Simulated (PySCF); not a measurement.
Spectrum to structure. Method: PySCF, TDDFT CAM-B3LYP/def2-SVPD, vertical, gas phase, core orbitals frozen in the response. Geometries: PBE0-D3(BJ)/def2-SVP, one conformer each.

```json
{"state": "S1", "E (eV)": "5.29", "f": "0.296", "main configurations (H = HOMO, L = LUMO)": "H→L (95%)"}
{"state": "S2", "E (eV)": "5.83", "f": "0.058", "main configurations (H = HOMO, L = LUMO)": "H-1→L (87%)"}
{"state": "S3", "E (eV)": "6.52", "f": "0.012", "main configurations (H = HOMO, L = LUMO)": "H-3→L (46%), H-2→L (31%)"}
{"state": "S4", "E (eV)": "6.83", "f": "0.011", "main configurations (H = HOMO, L = LUMO)": "H→L+1 (60%), H→L+2 (30%)"}
{"state": "S5", "E (eV)": "6.93", "f": "0.0026", "main configurations (H = HOMO, L = LUMO)": "H-4→L (78%), H-5→L (9%)"}
{"state": "S6", "E (eV)": "7.12", "f": "0.101", "main configurations (H = HOMO, L = LUMO)": "H-2→L (52%), H-3→L (36%)"}
{"state": "S7", "E (eV)": "7.43", "f": "0.024", "main configurations (H = HOMO, L = LUMO)": "H-1→L+1 (37%), H→L+2 (25%), H→L+1 (11%)"}
{"state": "S8", "E (eV)": "7.57", "f": "0.044", "main configurations (H = HOMO, L = LUMO)": "H→L+3 (88%)"}
{"state": "S9", "E (eV)": "7.85", "f": "0.094", "main configurations (H = HOMO, L = LUMO)": "H-1→L+1 (23%), H→L+5 (20%), H-5→L (16%)"}
{"state": "S10", "E (eV)": "7.91", "f": "0.037", "main configurations (H = HOMO, L = LUMO)": "H-5→L (32%), H→L+2 (13%), H-6→L (12%)"}
```

Question: Which candidate is it? All have the formula C7H9FO.
A. `C=C1C(=C)[C@@H](OC)[C@@H]1F`
B. `O=C1C[C@@H]2C[C@@H](F)[C@H]1C2`
C. `O=C1C[C@H]2C[C@@H]1[C@H](C2)F`

Answer: A. Its S1, at 5.29 eV, is the highest among the candidates; the nearest of the others has S1 at 4.33 eV. S1 is HOMO→LUMO (95%). Löwdin shares by element: HOMO carbon 78% or more (atoms not listed hold the other 21%); LUMO carbon 70% or more (atoms not listed hold the other 30%). At the same level the other candidates give, for their lowest levels:
- `O=C1C[C@@H]2C[C@@H](F)[C@H]1C2`: 4.25 eV (f 0.000); 7.13 eV (f 0.022); 7.80 eV (f 0.075); 7.88 eV (f 0.015); 8.02 eV (f 0.010); T1 3.72 eV; HOMO -8.75, LUMO 0.33 eV
- `O=C1C[C@@H]2C[C@H](F)[C@H]1C2`: 4.33 eV (f 0.000); 7.09 eV (f 0.011); 7.73 eV (f 0.047); 7.81 eV (f 0.031); 7.87 eV (f 0.012); T1 3.79 eV; HOMO -8.57, LUMO 0.54 eV

Shape of the structure used: `[CH2:1]=[C:2]1[C:3](=[CH2:4])[C@@H:5]([O:6][CH3:7])[C@@H:8]1[F:9]`: C3–C5–O6–C7 -178°.
Triplets come from the Tamm–Dancoff approximation.
